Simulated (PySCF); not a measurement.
**NaAs: energy against distance**

Set-up: Na def2-SVP, As def2-SVP; no relativity (PySCF 2.14). Energies in eV from Na + As in their ground configurations at the same level. State: ³Σ⁻ (triplet), unpaired electrons π ↑↑.

All columns are PBE0. A positive dipole means Na(−)As(+).

| R (Å) | E (eV) | μ (D) | Mulliken charge on Na (basis-dependent) | HOMO (eV) | LUMO (eV) | Mayer bond order | ⟨S²⟩ |
| --- | --- | --- | --- | --- | --- | --- | --- |
| 2.370 | -0.867 | -6.08 | 0.49 | -4.37 | -1.76 | 0.88 | 2.02 |
| 2.480 | -1.074 | -6.29 | 0.46 | -4.35 | -1.67 | 0.91 | 2.02 |
| 2.591 | -1.186 | -6.48 | 0.42 | -4.32 | -1.59 | 0.93 | 2.02 |
| 2.673 | -1.225 | -6.60 | 0.40 | -4.30 | -1.54 | 0.94 | 2.03 |
| 2.756 | -1.235 | -6.71 | 0.38 | -4.26 | -1.50 | 0.95 | 2.03 |
| 2.839 | -1.223 | -6.80 | 0.36 | -4.23 | -1.54 | 0.95 | 2.04 |
| 2.949 | -1.181 | -6.88 | 0.34 | -4.18 | -1.61 | 0.94 | 2.05 |
| 3.087 | -1.101 | -6.92 | 0.32 | -4.12 | -1.70 | 0.92 | 2.08 |
| 3.252 | -0.982 | -6.84 | 0.29 | -4.06 | -1.79 | 0.88 | 2.13 |
| 3.473 | -0.813 | -6.53 | 0.27 | -4.00 | -1.89 | 0.79 | 2.23 |

A fit through these points gives, at Re = 2.748 Å, μ = -6.70 D and dμ/dR = -1.21 D/Å; the reduced mass is 17.59 u.

Task: How strong is the fundamental in the double-harmonic approximation, I = 42.26·(dμ/dR)²/μred km/mol?

Result: I = 42.26·(-1.21)²/17.59 = 3.52 km/mol at PBE0.

⟨S²⟩ of the unrestricted solution departs from its pure value on part of the curve, where spin states mix. Spin–orbit coupling is left out. The state is the lowest determinant that a PBE0 search found; another state may lie lower at other levels.
